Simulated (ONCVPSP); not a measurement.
**B: ONCV pseudisation with PBE, scalar-relativistic reference atom.**

| Property | Result |
| --- | --- |
| Element | boron |
| Generator | ONCVPSP 4.0.1 |
| Type | optimised norm-conserving Vanderbilt (ONCV) |
| Functional | PBE |
| Relativity | scalar-relativistic |
| Frozen core | [He] |
| Valence charge | 3 |
| Reference configuration | 2s1.75 2p1.25 |
| Partial waves | 2s: rc 1.50 bohr, ncon 4, nbas 9, qcut 4.3 1/bohr, 3 projectors, debl 0.6 Ha; 2p: rc 2.95 bohr, ncon 4, nbas 8, qcut 4.3 1/bohr, 2 projectors, debl 1.9 Ha |
| Local potential | polynomial inside 1.00 bohr (lpopt 5, dvloc0 -1 Ha) |
| Core correction | Teter function fitted to the true core (icmod 2), fcfact 0.25 |

Estimate the cutoffs (Ha) at which the residual kinetic energy of the hardest occupied pseudo-wave falls to 1 and 0.1 mHa per electron.

9.6 Ha and 66 Ha.

What does a ghost test show?

Ghosts flagged at negative energy: s at -898.0 eV; no localised positive-energy state flagged. A true bound ghost makes a file unfit for plane-wave use.

Which valence shell sets the plane-wave cutoff?

2s: 10 Ha for 1 mHa per electron, against 6 Ha for 2p.

Tests: 2s2 2p1; 2s2 2p0; 2s1 2p0; 2s0 2p3. Which has the largest error in its energy relative to the reference configuration, and how large is it?

2s1 2p0, with +367 meV (all-electron minus pseudo) on +32.18 eV.
